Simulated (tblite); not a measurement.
Species: C₈H₁₃NS.
Structure used (GFN2-xTB), in Å, numbered top down from 1:
```xyz
23
C8H13NS angstrom
C      1.2447   -0.1327    1.4269
C      0.5917   -0.2771    0.2846
S      1.4427   -0.4486   -1.2720
C      3.0735    0.2633   -0.9390
C     -0.9165   -0.2995    0.1272
C     -1.6405   -0.1881    1.4705
C     -1.3400   -1.5966   -0.5691
C     -1.3245    0.9041   -0.7582
C     -0.8113    2.1331   -0.2158
N     -0.3820    3.0962    0.2271
H      2.3179   -0.1312    1.4854
H      0.7318   -0.0018    2.3612
H      3.5295    0.4231   -1.9115
H      2.9487    1.2099   -0.4216
H      3.6780   -0.4284   -0.3589
H     -2.7162   -0.2358    1.3110
H     -1.4106    0.7560    1.9596
H     -1.3604   -1.0076    2.1277
H     -2.4175   -1.6138   -0.7175
H     -1.0605   -2.4519    0.0415
H     -0.8518   -1.6928   -1.5362
H     -0.9184    0.7773   -1.7653
H     -2.4133    0.9701   -0.8232
```

All values are computed: GFN2-xTB (tblite) harmonic vibrations without scaling, gas phase. Against measured fundamentals such values can be off by several per cent, at times by over 20. One conformer, not necessarily the lowest.

Harmonic wavenumbers (cm⁻¹): 27.5, 45.6, 69.3, 126.3, 193.6, 207.9, 213.2, 244.4, 254.9, 290.4, 303.7, 355.3, 365.8, 391.7, 422.0, 445.8, 500.4, 589.8, 648.6, 680.0, 738.7, 792.5, 859.8, 883.8, 922.5, 942.6, 955.3, 964.1, 976.3, 1014.0, 1026.0, 1079.7, 1108.2, 1179.7, 1208.9, 1265.2, 1284.7, 1313.1, 1402.5, 1408.6, 1415.4, 1423.1, 1444.6, 1459.4, 1488.3, 1493.5, 1504.2, 1512.7, 1676.5, 2410.3, 2962.7, 2972.3, 3022.1, 3024.2, 3030.9, 3035.5, 3036.3, 3038.5, 3042.7, 3044.5, 3053.8, 3135.5, 3152.0.

A = 1396, B = 975.8, C = 795.5 MHz; mass 155.077 u (most abundant isotopes); point group C1, symmetry number 1.

Problem. What is the zero-point energy?

Solution. Half the sum of the wavenumbers: 41541 cm⁻¹ = 496.94 kJ/mol.

Problem. What is S at 350 K and 1 bar for an ideal gas of classical rigid rotors and harmonic oscillators?

Solution. Translation 175.09, rotation 127.83, vibration 193.83: S = 496.8 J/(mol K).

Problem. And Cp and H(350 K) − H(0)?

Solution. Cp = 223.82 J/(mol K), of which vibrations give 190.56 (their classical limit is 63 R = 523.8); H(350 K) − H(0) = 46.28 kJ/mol without the zero-point energy, 34.64 from vibrations.

Problem. How do the functions run with temperature in this model?

Solution. 
| T (K) | S (J/(mol K)) | Cp (J/(mol K)) | H − H(0) (kJ/mol) | G − H(0) (kJ/mol) | ln q(vib) |
| --- | --- | --- | --- | --- | --- |
| 150 | 355.5 | 122.0 | 11.51 | -41.81 | 4.48 |
| 250 | 430.2 | 174.2 | 26.36 | -81.19 | 7.97 |
| 298.15 | 462.9 | 198.5 | 35.33 | -102.69 | 9.63 |
| 400 | 528.2 | 246.9 | 58.06 | -153.21 | 13.10 |
| 600 | 643.4 | 322.0 | 115.40 | -270.63 | 19.66 |
| 900 | 789.1 | 396.1 | 224.00 | -486.23 | 28.77 |

q(vib) and H(0) count from the zero-point level.

Problem. Blend soft modes into free rotors: weight 1/[1 + (100 cm⁻¹/ν̃)⁴] for the oscillator and the rest for a rotor with moment μB/(μ + B), μ = h/(8π²ν), B = 10⁻⁴⁴ kg m². What vibrational entropy results?

Solution. 174.93 J/(mol K) in place of 193.83, which changes −T·S at 350 K by +6.62 kJ/mol.

Problem. Which modes carry the vibrational entropy at 350 K?

Solution. 27.5 cm⁻¹: 26.44; 45.6 cm⁻¹: 22.25; 69.3 cm⁻¹: 18.78; 126.3 cm⁻¹: 13.86; 193.6 cm⁻¹: 10.43; 207.9 cm⁻¹: 9.87 J/(mol K); the other 57 give 92.20 together.

Problem. What must be added to the electronic energy to get the Gibbs energy at 350 K and 1 bar?

Solution. ZPE + [H(350 K) − H(0)] − T·S = 496.94 + 46.28 − 173.86 = 369.36 kJ/mol.

Hindered rotation and anharmonicity are outside this model. Other conformers, if any are populated, would add a mixing term that is left out. The structure is chiral; the term R ln 2 for an equal mix with its mirror image is left out.

Hardware: an Arm Neoverse V1 with one thread (shared host). Cost: 1.1 s. The figure is for the frequency step alone.
